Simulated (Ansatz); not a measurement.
Ideal-gas functions of `[OH][Sn]([OH])([Br])[Br]` at 400 K and 1 bar, from an Ansatz frequency run at PBE0-D4/def2-TZVP.

Molar mass 312.53 g/mol, point group C1 (symmetry number 1), electronic degeneracy 1, moments of inertia 341.683, 720.155, 896.814 u Å². Harmonic wavenumbers (cm⁻¹, unscaled): 64, 88, 119, 143, 147, 158, 199, 254, 288, 644, 658, 859, 889, 3862, 3879.

Use S(trans) = R[1.5 ln M + 2.5 ln T − 1.1517]; rotational temperatures θ = 24.2544 K / I; S(rot) = R[ln(√π/σ · √(T³/θAθBθC)) + 1.5]; for each mode x = 1.438777 ν̃/T, S = R[x/(eˣ − 1) − ln(1 − e⁻ˣ)] and H = RT x/(eˣ − 1); 1 cm⁻¹ = 0.0119627 kJ/mol; R = 8.31446 J/(mol·K).

**Question.** By hand: the entropy, in J/(mol·K).

**Answer.** Translation 186.6. Rotation: θ = 0.071, 0.0337, 0.027 K, giving 132.1. Vibration, mode by mode: 20.54, 17.91, 15.43, 13.93, 13.71, 13.12, 11.27, 9.35, 8.38, 2.97, 2.86, 1.61, 1.48, 0.00, 0.00, in all 132.6. Electronic 0.0. Sum 451.3 J/(mol·K).

**Question.** By hand: H − E and G − E in kJ/mol, counted from the electronic energy.

**Answer.** Zero-point energy ½ × 12251 × 0.0119627 = 73.3; thermal vibration 24.8; translation, rotation and pV give 4 RT = 13.3. H − E = 111.4 kJ/mol, and G − E = 111.4 − 400 × 451.3/1000 = -69.1 kJ/mol.

Vibration gives 29 % of the entropy, 81.5 J/(mol·K) of it from the modes under 150 cm⁻¹: soft modes count most, and the harmonic formula is weakest for them. The sum counts one conformer and one mirror image; others add a mixing term.
